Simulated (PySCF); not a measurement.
C₃H₁₀Si₂.
Atom-mapped SMILES: `[CH3:1][CH:2]1[SiH2:3][CH2:4][SiH2:5]1` (hydrogens: H6, H7, H8 on C1; H9 on C2; H10, H11 on Si3; H12, H13 on C4; H14, H15 on Si5)

Cartesian coordinates in Å at the PBE0-D3(BJ)/def2-SVP level; atoms count from 1:
```
atom  x, y, z in Å
C1     1.997   -0.438   -0.212
C2     0.637   -0.126    0.394
Si3   -0.950   -1.076   -0.085
C4    -1.980    0.511    0.122
Si5   -0.338    1.463   -0.022
H6     2.353   -1.442    0.072
H7     1.961   -0.405   -1.312
H8     2.767    0.282    0.110
H9     0.683   -0.164    1.501
H10   -1.325   -2.251    0.764
H11   -0.904   -1.514   -1.516
H12   -2.776    0.721   -0.606
H13   -2.400    0.587    1.138
H14   -0.146    2.638    0.887
H15   -0.082    1.900   -1.431
```

Theory: core-valence-separated Tamm–Dancoff BHandHLYP/aug-pcX-1 (pcseg-1 on H, def2-SVPD on Si) in PySCF, non-relativistic, gas phase, PBE0-D3(BJ)/def2-SVP geometry. Absolute energies from this functional tend to lie a few eV below measured edges; no shift was applied.

The lowest roots of each edge with f over 0.003 (five at most, numbered afresh; weaker and dark ones are left out), with transition dipoles (au) in the frame of the coordinates:

```
root  edge  E (eV)       μx       μy       μz
   1     C  284.81  -0.0256   0.0058   0.0159
   2     C  285.08  -0.0055   0.0002   0.0424
   3     C  285.19  -0.0128   0.0042  -0.0462
   4     C  285.27  -0.0248   0.0059   0.0038
   5     C  285.38   0.0464  -0.0110   0.0031
```

What are the oscillator strengths?

f = (2/3) ΔE |μ|², with ΔE in hartree (27.2114 eV):

```tsv
root	ΔE (Eh)	|μ|² (au)	f	core hole on
1	10.4666	0.000942	0.007	C2
2	10.4764	0.001828	0.013	C4
3	10.4807	0.002316	0.016	C2
4	10.4833	0.000664	0.005	C1
5	10.4876	0.002284	0.016	C4
```

Molecules are fixed in this frame and the field points along (1, 0, −1)/√2. What effective strengths 3 f cos²θ do the roots have (θ between field and μ)?

root 1 (C2): 0.018, root 2 (C4): 0.024, root 3 (C2): 0.012, root 4 (C1): 0.009, root 5 (C4): 0.020. Root 2 is the strongest. Averaged over all orientations cos²θ is 1/3, which gives f back.

One conformer stands for the species.
